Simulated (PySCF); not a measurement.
## Orbital energies and ionisation energy

Species: C₂H₈N₂O₂Si₂.
Z-matrix (Å and degrees, PBE0-D3(BJ)/def2-SVP geometry), rows numbered from 1:
```
C 
C   1  1.4966
O   2  1.2109  1  125.14
O   2  1.3320  1  113.79  3   179.68
Si  4  1.7264  2  113.46  1   177.52
N   5  1.7322  4  109.92  2   163.96
Si  6  1.7500  5   93.19  4  -116.15
N   5  1.7254  4  115.85  2    67.10
H   1  1.0953  2  110.10  3     1.75
H   1  1.1000  2  109.37  3  -119.52
H   1  1.0997  2  109.63  3   123.44
H   5  1.4815  4  104.84  2   -68.79
H   6  1.0083  5  133.51  4    63.88
H   7  1.4957  6  115.34  5  -117.00
H   7  1.4964  6  115.93  5   116.51
H   8  1.0086  5  131.18  4   -66.38
```

Level: CAM-B3LYP/def2-SVPD (PySCF). Frontier orbitals with their largest atomic shares (Löwdin; up to four atoms above 4 %):

```tsv
orbital	ε (eV)	main atoms
HOMO−3	-10.56	O4 29 %, O3 17 %, Si5 11 %, H12 11 %
HOMO−2	-9.79	O3 60 %, O4 11 %, C1 7 %, C2 6 %
HOMO−1	-9.13	N8 20 %, N6 17 %, Si7 17 %, H15 10 %
HOMO	-8.81	?
LUMO	0.79	Si7 25 %, H15 10 %, H14 10 %, Si5 9 %
LUMO+1	1.06	C2 18 %, Si5 16 %, Si7 14 %, O3 12 %
LUMO+2	1.28	C2 23 %, O3 16 %, C1 15 %, H11 10 %
```

Question: What vertical ionisation energy does ΔSCF give, and how far is −ε(HOMO) from it?

Answer: ΔSCF: 9.51 eV (918 kJ/mol; threshold wavelength 130 nm); ⟨S²⟩ of the doublet left behind is 0.767, against 0.75 for a pure doublet. −ε(HOMO) is 8.81 eV, 0.70 eV below it. For the exact functional −ε(HOMO) would equal the first vertical ionisation energy; CAM-B3LYP (range-separated hybrid) falls short of its own ΔSCF value by 7 %. Holes in the HOMO−1 and HOMO−2 were tried too where these lie within 1.2 eV of the HOMO; the lowest converged state counts.

Question: On which atoms does the HOMO lie?

Answer: N6 (nitrogen bridging silicon atoms) 41 %, N8 (nitrogen bridging silicon atoms) 38 %, Si7 (SiH2 silicon) 6 %, Si5 (oxygen-bound silicon) 6 %. The HOMO−1 lies 0.32 eV lower.

Question: How many of the 10 lowest singlet excitations (vertical TDDFT, same level) lie below the ionisation energy?

Answer: All 10; they run from 5.89 to 8.01 eV.

Question: With α = 90.1 au, estimate the like-pair dispersion coefficient by London's formula C6 = (3/4)α²I.

Answer: I = 0.3496 Eh, so C6 ≈ 2130 au, a rough estimate.

Question: What kinetic energy would electrons from this vertical process carry with 118.2 nm light (10.49 eV)?

Answer: 10.49 − 9.51 = 0.98 eV.

Question: Shift the occupied levels rigidly so that −ε(HOMO) equals the ΔSCF value. What binding energies result?

Answer: The shift is +0.70 eV: HOMO 9.51, HOMO−1 9.83, HOMO−2 10.49, HOMO−3 11.26 eV. A rigid shift is only a rough guide to the deeper ionisations.

Isolated species at its PBE0-D3(BJ)/def2-SVP geometry (one conformer only).

These values come from a run that also computed excited states and ΔSCF ions. On an Arm Neoverse V2 with one thread, shared host with 96 logical CPUs at a one-minute load of 81, this took 6.9 min (with the writing of density and orbital grids) and 1.5 GiB of memory at its peak.
